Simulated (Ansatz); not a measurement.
`[CH3][Sn]([NH2])([F])[F]` + H₂Se → `[NH2][Sn]([F])([F])[SeH]` + CH₄ at 500 K and 1 bar (ligand exchange at the Sn–C bond).

Program: Ansatz. Geometries: PBE0-D4/def2-TZVP. ΔE: electronic, gas phase. CCSD(T)/CBS adds triple-zeta CCSD(T) − MP2 to the extrapolated MP2 energy (def2 sets, frozen cores). This one scheme is used for every species. Elements past krypton have def2 core potentials. For Se, Sn outer-core shells are correlated without core-valence functions, which leaves a few kJ/mol of doubt a bond. Scalar relativity is left out up to krypton. Each species was taken in one conformer, which may not be the lowest.

```
                   species  CCSD(T)/CBS energy (Eh)  H − E (kJ/mol)  S (J/(mol·K))
`[CH3][Sn]([NH2])([F])[F]`               -509.47039           224.3          468.1
                      H₂Se              -2401.89790            53.1          237.8
`[NH2][Sn]([F])([F])[SeH]`              -2870.93850           149.8          467.3
                       CH₄                -40.46206           135.6          206.8
```

H − E and S are ideal-gas, rigid-rotor, harmonic terms from PBE0-D4/def2-TZVP, for one conformer and one mirror image of each species. 1 Eh = 2625.50 kJ/mol, R = 8.31446 J/(mol·K).

Question: By hand: ΔE, ΔH, ΔS and ΔG.

Answer: ΔE = (-2870.93850) + (-40.46206) − (-509.47039) − (-2401.89790) = -0.03227 Eh = -84.7 kJ/mol. Δ(H − E) = 149.8 + 135.6 − 224.3 − 53.1 = 8.0, so ΔH = -76.7 kJ/mol. ΔS = 467.3 + 206.8 − 468.1 − 237.8 = -31.8 J/(mol·K). ΔG = -76.7 − 500 × (-31.8)/1000 = -60.8 kJ/mol.

Question: By hand: the equilibrium constant, and the temperature at which ΔG would vanish if ΔH and ΔS stayed fixed.

Answer: log₁₀ K = −ΔG/(RT ln 10) = 6.4. ΔG = 0 at ΔH/ΔS = 2412 K.

ΔH outweighs TΔS. A doubt of 5 kJ/mol in ΔE shifts log₁₀ K by 0.5 here. Other conformers and mirror images would add mixing entropy, several J/(mol·K) or more a flexible species. Modes under 60 cm⁻¹, often nearly free rotors, make the harmonic entropy too high. These are equilibria of isolated gas molecules and say nothing of rates. Largest T1 diagnostic: 0.013 (customary marks: 0.02 for closed shells, 0.045 for open ones).
